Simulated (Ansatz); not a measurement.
Cost and result up the ladder for C19H15Br (relaxed from a model of trityl bromide, whose bonding it doesn't keep) (35 atoms). Charge 0, multiplicity 1. Geometry: r2SCAN-D4/def2-SVP.

```xyz
35

Br    2.5571    0.4570   -1.2900
C    -2.2959    2.1763   -2.7112
C    -2.4820    0.8465   -2.3327
C    -1.4935    0.1719   -1.6055
C    -0.3023    0.8212   -1.2468
C     0.7366    0.1316   -0.3723
C     0.5529   -1.3798   -0.3211
C     0.7203   -2.1566   -1.4821
C     0.4716   -3.5278   -1.4658
C     0.0448   -4.1543   -0.2881
C    -0.1361   -3.3917    0.8662
C     0.1155   -2.0144    0.8518
C     0.8424    0.7546    1.0139
C     1.9328    0.4499    1.8489
C     1.9942    0.9425    3.1512
C     0.9631    1.7477    3.6512
C    -0.1288    2.0468    2.8357
C    -0.1906    1.5546    1.5264
C    -0.1299    2.1654   -1.6249
C    -1.1137    2.8350   -2.3500
H    -3.0665    2.7003   -3.2845
H    -3.4020    0.3205   -2.6048
H    -1.6601   -0.8659   -1.3077
H     1.0599   -1.6740   -2.4028
H     0.6172   -4.1137   -2.3784
H    -0.1455   -5.2317   -0.2737
H    -0.4724   -3.8669    1.7927
H    -0.0402   -1.4308    1.7621
H     2.7434   -0.1739    1.4624
H     2.8562    0.6999    3.7800
H     1.0134    2.1382    4.6720
H    -0.9435    2.6716    3.2139
H    -1.0577    1.7896    0.9047
H     0.7938    2.6825   -1.3506
H    -0.9547    3.8780   -2.6399
```

Ansatz on 2 threads of AMD EPYC 7R13 on a shared host and a share (18 GiB) of an NVIDIA H100 80GB HBM3. Times are rough, and most runs start from the orbitals of an earlier one. r2SCAN0-D4/def2-TZVP serves as the yardstick here, not as an exact answer. Differences are given only for rows in sets of like size (and for xTB, whose basis is part of the method), since another set adds its own error. Binding counts from free atoms at the same level (Br doublet, C triplet, H doublet; other spins of the atoms weren't run), without zero-point energy or a counterpoise term.

Correlated methods freeze 28 core orbitals; core or outer-core shells of Br are correlated, in sets that lack core-valence functions. The rows differ in basis, and correlated rows in double-zeta sets carry the largest basis error. Single mean-field runs in def2-TZVP are fitted with def2-universal-jkfit.

Run but left out: HF/STO-3G (restricted singlet, unstable in another Hartree–Fock run and untested here).

Correlated methods converge slowly with the basis, most of all in double-zeta sets.

| level | functions | wall time | binding energy per atom (eV) | difference from r2SCAN0-D4/def2-TZVP (eV) | remarks |
| --- | --- | --- | --- | --- | --- |
| PBE-D4/def2-TZVP | 727 | 13 s | 5.32 | 0.25 | – |
| BHLYP-D4/def2-TZVP | 727 | 15 s | 4.95 | -0.12 | – |
| r2SCAN-D4/def2-TZVP (with forces) | 727 | 16 s | 5.15 | 0.08 | – |
| PBE0-D4/def2-TZVP (with forces) | 727 | 16 s | 5.21 | 0.14 | – |
| MP2/def2-SVP | 373 | 17 s | 5.08 | – | restricted SCF unstable |
| PBE0-D4/def2-SVP | 373 | 19 s | 5.29 | – | – |
| r2SCAN0-D4/def2-TZVP | 727 | 19 s | 5.07 | 0.00 | – |
| PBE-D4/def2-SVP | 373 | 21 s | 5.40 | – | – |
